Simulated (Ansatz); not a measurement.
Isolated molecules relaxed with PBE0-D4/def2-TZVP in Ansatz; ΔE leaves out vibrations. CBS: MP2 limit from def2 TZ/QZ plus the TZ coupled-cluster correction, frozen cores. Functionals use def2-TZVPP. For Ge outer-core shells are correlated without core-valence functions, which leaves a few kJ/mol of doubt a bond. Scalar relativity is left out up to krypton. One conformer a species, not always the lowest.

Reaction (redistribution): `CSB[SiH2]O` + `[F][GeH]([F])[GeH3]` → `O[SiH2][BH][GeH3]` + `C[S][GeH]([F])[F]`

```tsv
species	BLYP-D4 energy (Eh)
`CSB[SiH2]O`	-830.16988
`[F][GeH]([F])[GeH3]`	-4356.37064
`O[SiH2][BH][GeH3]`	-2470.85372
`C[S][GeH]([F])[F]`	-2715.64677
```

(1) Work out ΔE.

(2) What do rigid-rotor, harmonic-oscillator terms from PBE0-D4/def2-TZVP frequencies (298.15 K, 1 bar) make of the CCSD(T)/CBS value? (Estimate.)

Largest T1 diagnostic among the species: 0.014.

Answers

(1) ΔE = (-2470.85372) + (-2715.64677) − (-830.16988) − (-4356.37064) = 0.04003 Eh = +25.1 kcal/mol. CCSD(T)/CBS gives +22.5 kcal/mol.

(2) Computed: ΔZPE = -0.7 kcal/mol, ΔH = +21.9 kcal/mol, ΔS = 6 J/(mol·K), ΔG = +21.5 kcal/mol. Modes under 50 cm⁻¹ make the entropy rough.

In def2-TZVPP, CCSD(T) changes the Hartree–Fock value by +2.9 kcal/mol (the triples alone add +0.7 kcal/mol) and MP2 by +3.7 kcal/mol. At CCSD(T), def2-SVP lies +2.5 kcal/mol from the extrapolated value and def2-TZVPP +0.0 kcal/mol. Leaving LDA and LC-ωPBE aside and taking each functional with its dispersion term where it has one, the values, not all of them listed here, spread over 2.7 kcal/mol, from ωB97X-V to PBE-D4. LDA lies +1.2 kcal/mol from PBE without D4.
